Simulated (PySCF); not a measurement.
Highest harmonic wavenumber (cm⁻¹) of eight silicon and germanium compounds: PBE-D3(BJ) beside B3LYP-D3(BJ), computed with PySCF for isolated molecules in the bases named; differences from unrounded values. The eight are the first of their class met in an unordered collection, after screening for sound electronic states; none was chosen by its value. Each level has its own optimised geometry.

```tsv
molecule	basis	B3LYP-D3(BJ)	PBE-D3(BJ)	difference
FGeH3S3, SMILES [Ge]([SH])([SH])([SH])[F]	def2-SVP	2662	…	…
Si(Cl)(OH)(SH)2 (ClH3OS2Si), SMILES O[Si](S)(S)Cl	def2-SVP	3848	…	…
C3H6FNSi, SMILES N#CCC[SiH2]F	def2-SVP	3101	3049	-52
C2H9FSi3, SMILES F[Si@H]1C[SiH2]C[SiH2]1	def2-SVP	3110	…	…
C3H6FNSi, SMILES F[SiH2]N1C=CC1	def2-SVP	3280	3220	-60
Ge(H)3(Et) (C₂H₈Ge), SMILES [CH2]([GeH3])C	def2-SVP	3107	3056	-51
C2H8FNSi2, SMILES C=C[Si@H](N)[SiH2]F	def2-SVP	3652	3572	-80
C2H7FSi2, SMILES F/C=C\[SiH2][SiH3]	def2-SVP	3194	3129	-65
```

**Question.** Complete the blanks. (The exact figures need the calculation; the answer reports its results.)

**Answer.** 
- FGeH3S3, SMILES [Ge]([SH])([SH])([SH])[F], PBE-D3(BJ): 2607
- FGeH3S3, SMILES [Ge]([SH])([SH])([SH])[F], difference: -55
- C2H9FSi3, SMILES F[Si@H]1C[SiH2]C[SiH2]1, PBE-D3(BJ): 3064
- C2H9FSi3, SMILES F[Si@H]1C[SiH2]C[SiH2]1, difference: -46
- Si(Cl)(OH)(SH)2 (ClH3OS2Si), SMILES O[Si](S)(S)Cl, PBE-D3(BJ): 3735
- Si(Cl)(OH)(SH)2 (ClH3OS2Si), SMILES O[Si](S)(S)Cl, difference: -112

PBE-D3(BJ) lies below B3LYP-D3(BJ) in 8 and above it in 0 of the eight; the mean signed difference is -65 and the largest -112 cm⁻¹.
